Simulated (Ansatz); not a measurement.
Cost and result for the atomization energy of `[CH3][Sn]([OH])([OH])[Cl]` (10 atoms, 9 bonds).

```xyz
10

C    -1.237    0.318    1.119
Sn    0.309    0.068   -0.292
O     1.627   -1.295    0.177
O    -0.478   -0.443   -1.998
Cl    1.583    1.998   -0.608
H    -2.033    0.908    0.666
H    -0.844    0.830    1.995
H    -1.616   -0.665    1.398
H     2.524   -0.949    0.174
H     0.166   -0.770   -2.631
```

Total charge 0; spin multiplicity 1. Correlated methods include outer-core shells of Sn, which these sets cover unevenly. Sn: def2 effective core potential. All single points use the PBE0-D4/def2-TZVP geometry. It is one conformer, not always the lowest. Program: Ansatz. All runs use 4 threads of an Intel Xeon 6975P-C on a shared host. Times are those of one run each, without the atoms' runs, and a repeat can differ threefold. Electronic energies, without spin–orbit coupling; frozen cores. CCSD(T)/CBS adds CCSD(T) − MP2 in def2-TZVPP to the MP2 limit, and its time is that of the two runs behind it. T1 = 0.013. With those shells the extrapolation isn't a true limit. B3LYP takes the VWN-RPA correlation (the form of Gaussian; ORCA's B3LYP/G).

CCSD(T)/CBS is a level of theory with its own doubt, some kJ/mol a heavy atom from the limit and from the frozen cores, so smaller differences don't rank the functionals.

```csv
level,functions,wall time
LDA (SPW92)/def2-TZVPP,255,0.9 s
BLYP-D4/def2-TZVPP,255,1.2 s
PBE-D4/def2-TZVPP (with forces),255,1.6 s
BHLYP-D4/def2-TZVPP,255,2.1 s
r2SCAN-D4/def2-TZVPP (with forces),255,2.7 s
r2SCANh-D4/def2-TZVPP,255,3 s
B3LYP-D4/def2-TZVPP (with forces),255,3.1 s
ωB97X-V/def2-TZVPP,255,4.4 s
B97M-V/def2-TZVPP,255,4.4 s
CCSD(T)/def2-SVP,111,4.8 s
MP2/def2-QZVPP,473,13 s
CCSD(T)/def2-TZVPP,255,72 s
CCSD(T)/CBS(def2),–,85 s
```

Question: What atomization energy does each give, and how far from CCSD(T)/CBS? (Estimate.)

Answer: Computed: 
```tsv
level	atomization (kcal/mol)	difference from CCSD(T)/CBS	per bond
LDA (SPW92)/def2-TZVPP	956.2	118.4	13.2
BLYP-D4/def2-TZVPP	823.7	-14.1	-1.6
PBE-D4/def2-TZVPP (with forces)	842.1	4.3	0.5
BHLYP-D4/def2-TZVPP	790.9	-46.9	-5.2
r2SCAN-D4/def2-TZVPP (with forces)	829.4	-8.4	-0.9
r2SCANh-D4/def2-TZVPP	821.4	-16.4	-1.8
B3LYP-D4/def2-TZVPP (with forces)	820.8	-17.0	-1.9
ωB97X-V/def2-TZVPP	831.0	-6.8	-0.8
B97M-V/def2-TZVPP	832.9	-4.9	-0.5
CCSD(T)/def2-SVP	763.0	-74.8	-8.3
MP2/def2-QZVPP	843.7	5.9	0.7
CCSD(T)/def2-TZVPP	808.7	-29.1	-3.2
CCSD(T)/CBS(def2)	837.8	0.0	0.0
```

From PBE to PBE0 (25 % exact exchange), in def2-TZVPP and without D4, the atomization energy moves by −20.2 kcal/mol: exact exchange takes away binding that semilocal exchange gives to molecules. The D4 term adds +8.5 kcal/mol with B3LYP and +4.5 kcal/mol with PBE0; it sums over pairs of atoms, weighted by their polarisabilities, and B3LYP, whose exchange is more repulsive, gets the larger term. Leaving LDA and LC-ωPBE aside and taking each functional with its dispersion term where it has one, the values spread over 51.2 kcal/mol, from BHLYP-D4 to PBE-D4. LDA lies +119.4 kcal/mol from PBE without D4, its usual overbinding.

Spin–orbit coupling would lower the free Sn atoms strongly, and the atomization energy with them, by more than many differences here. For some Ge, Se and Sn compounds the MP2-based and the directly extrapolated limit differ by 10 to 25 kJ/mol.
